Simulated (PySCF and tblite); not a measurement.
Results of a calculation; reference values are marked as such.
C7H16O, numbered as in [CH3:1][CH:2]([CH3:3])[O:4][C:5]([CH3:6])([CH3:7])[CH3:8]. Conformer-averaged GIAO shifts at 298.15 K against TMS at the same level, unscaled (PySCF, tblite), from 3 protocols:

A: shieldings PBE0/pcSseg-1 (IEF-PCM, chloroform); weights PBE0-D3(BJ)/pcSseg-1 (IEF-PCM, chloroform) // GFN2-xTB; 2 conformers.
B: shieldings PBE0/pcSseg-1 (IEF-PCM, chloroform); weights CAM-B3LYP-D3(BJ)/def2-SVPD (IEF-PCM, chloroform) // PBE0-D3(BJ)/def2-SVP; 2 conformers.
C: shieldings BLYP/pcSseg-1; weights BLYP-D3(BJ)/pcSseg-1 // PBE0-D3(BJ)/def2-SVP; 2 conformers.

```tsv
signal	measured (ppm)	A	B	C
C1/C3	25.2	27.4	26.6	27.2
C2	63.5	68.0	64.3	68.2
C5	73	75.9	72.4	76.1
C6/C7/C8	28.5	30.1	29.3	29.8
```

Measured: Pretsch, Buehlmann, Badertscher, Structure Determination of Organic Compounds, 4th ed. (2009); solvent: not stated per compound (mostly CDCl3 or CCl4).

Q: Which protocol comes closest to experiment?

A: For ¹³C protocol B has the smallest mean absolute error.
```csv
nucleus,ppm,A,B,C
¹³C,mean absolute error,2.8,0.9,2.8
¹³C,scatter about the mean error,1.1,0.7,1.3
```

For scale, the study of CC(C)OC(C)(C)C took 91 s on 1 thread of Arm Neoverse V1 (shared host) (rough), launched as `OMP_NUM_THREADS=1 python ens_run.py task.json out`.
